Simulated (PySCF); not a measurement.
Vertical excitations of a molecule CH5NO2SW, multiplicity 1 from PySCF with TDA-M06-2X/def2-SVPD, as energy in eV (oscillator strength): 4.77 (0.002), 5.11 (0.031), 5.16 (0.022), 5.39 (0.008), 5.53 (0.011), 5.75 (0.016), 5.87 (0.011), 5.91 (0.004), 6.17 (0.002), 6.31 (0.037). Lowest triplet (TDA): 4.30 eV. The structure is a stationary point at B3LYP-D3(BJ)/def2-SVP. The multiplicity is an assumed one; other spin states were not compared. The def2 effective core potentials stand for the cores of W; spin–orbit coupling is left out. Other conformers were not sampled.

Q: Which molecule gave these data?
A) C[O][W](=[NH])(=[O])[SH]
B) C[N]=[W]([OH])([OH])=[S]
C) C[O][W](=[NH])([OH])=[S]

A: A, C[O][W](=[NH])(=[O])[SH]
